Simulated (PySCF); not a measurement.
**Electron correlation in Kr³⁺ (krypton, charge +3)**

[Ar] 3d10 4s2 4p3, high-spin 4S determinant. All numbers are calculated (PySCF 2.14, scalar relativity through the core potential, in aug-cc-pVQZ-PP with ECP10MDF). Frozen: 3s2 3p6 3d10; 5 electrons correlated.

```
  level  correlation energy (mhartree)
   CCSD                        -103.58
    (T)                          -2.67
CCSD(T)                        -106.25
```

Diagnostics: T1 = 0.0019, D1 = 0.0042, largest double amplitude 0.046.

Cost of the coupled-cluster step: of the order of 15 core-seconds, for 5 correlated electrons.

Iterations:

```
CC2 = 0
CCSD nocc = (np.int64(4), np.int64(1)), nmo = (80, 80)
frozen orbitals [[0, 1, 2, 3, 4, 5, 6, 7, 8], [0, 1, 2, 3, 4, 5, 6, 7, 8]]
max_cycle = 100
direct = 0
conv_tol = 1e-08
conv_tol_normt = 1e-06
diis_space = 8
diis_start_cycle = 0
Init t2, MP2 energy = -0.0898656106223299
Init E_corr(UCCSD) = -0.0898656106264051
cycle = 1  E_corr(UCCSD) = -0.100930062919065  dE = -0.0110644523  norm(t1,t2) = 0.027507
cycle = 2  E_corr(UCCSD) = -0.102912079037795  dE = -0.00198201612  norm(t1,t2) = 0.00706916
cycle = 3  E_corr(UCCSD) = -0.103591166982566  dE = -0.000679087945  norm(t1,t2) = 0.00226147
cycle = 4  E_corr(UCCSD) = -0.103578040964839  dE = 1.31260177e-05  norm(t1,t2) = 0.000228201
cycle = 5  E_corr(UCCSD) = -0.103577422904437  dE = 6.18060402e-07  norm(t1,t2) = 1.64125e-05
cycle = 6  E_corr(UCCSD) = -0.103577425155797  dE = -2.25135954e-09  norm(t1,t2) = 1.40776e-06
cycle = 7  E_corr(UCCSD) = -0.103577428162511  dE = -3.00671417e-09  norm(t1,t2) = 3.03117e-07
UCCSD converged
E(UCCSD) = -459.7089972111208  E_corr = -0.103577428162511
UCCSD(T) correction = -0.00267421632020737
```
